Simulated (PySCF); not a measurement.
## Energy of Mn (manganese, neutral) between two integer charges

The 4s beta orbital of [Ar] 3d5 4s2 is emptied in steps (occupation f), with all orbitals relaxed, ending at [Ar] 3d5 4s1. All numbers are calculated (PySCF 2.14, scalar relativity by spin-free X2C-1e, in x2c-TZVPall). The exact energy is a straight line in f; departures are measured from the line between the end points of the same method.

```tsv
f	BHandHLYP (eV)
1	0.000
0.75	-0.299
0.5	-0.409
0.25	-0.316
0	0.000
```

Problem. For BHandHLYP, how does the orbital energy at f = 1 compare with the removal energy?

Solution. −ε = 5.807 eV against a total-energy difference of 7.371 eV. By Janak's theorem ε = ∂E/∂f, so the gap between them reflects the curvature. Along the path −ε is 6.547 (f = 0.75), 7.328 (f = 0.5), 8.176 (f = 0.25) eV.

Reference removal energy between the ground levels: 7.434 eV (measured; NIST Atomic Spectra Database, ionization energies).
